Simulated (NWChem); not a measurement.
# SiNH$_{3}$BrCl; SMILES N[SiH](Cl)Br

```xyz
7

Si     0.4436    -0.5588     0.5003
N      1.9824    -0.7988    -0.1925
Cl    -0.8310    -2.0321    -0.1860
Br    -0.2721     1.4683    -0.0718
H      0.3730    -0.6136     1.9781
H      2.2411    -1.6924    -0.5938
H      2.5101    -0.0250    -0.5774
```
Atoms are numbered in this order, from 1.

This is a stationary point of PBE0/def2-SVP (NWChem), point group C1. This build's default masses of Se (78.918 u) and Br (79.917 u) are each other's, which moves their modes by up to 0.6 %.

Question: Is it a minimum? If not, what does it relax to?

Answer: No. It has an imaginary frequency of 128i cm⁻¹. Following that mode (on a finer grid) lowers the energy by 0.8 kcal/mol and ends, with real frequencies alone, at point group C1:
```xyz
7

Si     0.4188    -0.5673     0.4619
N      1.9368    -0.9558    -0.2107
Cl    -0.8983    -2.0587    -0.0634
Br    -0.4664     1.3581    -0.2514
H      0.5388    -0.4558     1.9328
H      2.0127    -1.2287    -1.1848
H      2.7661    -0.4647     0.1064
```
